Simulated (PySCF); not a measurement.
**¹⁷O chemical shifts**

[PySCF 2.14: GIAO PBE0/pcSseg-1 shieldings; GFN2-xTB structure; one computed conformer; isolated molecule; one averaged value for each set of equivalent atoms; non-relativistic Hamiltonian]

Shieldings were converted by a linear fit to measured shifts: ¹⁷O (scatter 10.7 ppm rms, 12.2 ppm with the 3 outliers that the fit left out vs liquid water, solution or neat liquid). A few per cent of atoms miss by over 2 rms, more outside the fitted compound classes.

**Question.** Give the ¹⁷O shifts of `CCC[C@@](C)(F)C(=O)Cl`, `C=C([SiH2]O[SiH2]Cl)C(C)=O`, `C[P@]1(=O)C=C(C(F)(F)F)CC1`, `CP(C)C[P@@H](=O)C#CP`, `O=C(Cl)c1ccc(F)o1`.

**Answer.** 
```json
{"compound": "CCC[C@@](C)(F)C(=O)Cl", "environment": "carbonyl oxygen", "δ (ppm)": "492.7"}
{"compound": "[CH2:1]=[C:2]([SiH2:3][O:4][SiH2:5][Cl:6])[C:7]([CH3:8])=[O:9]", "environment": "O9: ketone oxygen", "δ (ppm)": "562.1"}
{"compound": "[CH2:1]=[C:2]([SiH2:3][O:4][SiH2:5][Cl:6])[C:7]([CH3:8])=[O:9]", "environment": "O4: oxygen bonded to 2 Si", "δ (ppm)": "6.9"}
{"compound": "C[P@]1(=O)C=C(C(F)(F)F)CC1", "environment": "P=O oxygen", "δ (ppm)": "75.2"}
{"compound": "CP(C)C[P@@H](=O)C#CP", "environment": "P=O oxygen", "δ (ppm)": "46.3"}
{"compound": "[O:1]=[C:2]([Cl:3])[c:4]1[cH:5][cH:6][c:7]([F:8])[o:9]1", "environment": "O1: carbonyl oxygen", "δ (ppm)": "442.9"}
{"compound": "[O:1]=[C:2]([Cl:3])[c:4]1[cH:5][cH:6][c:7]([F:8])[o:9]1", "environment": "O9: aromatic ring oxygen", "δ (ppm)": "229.1"}
```
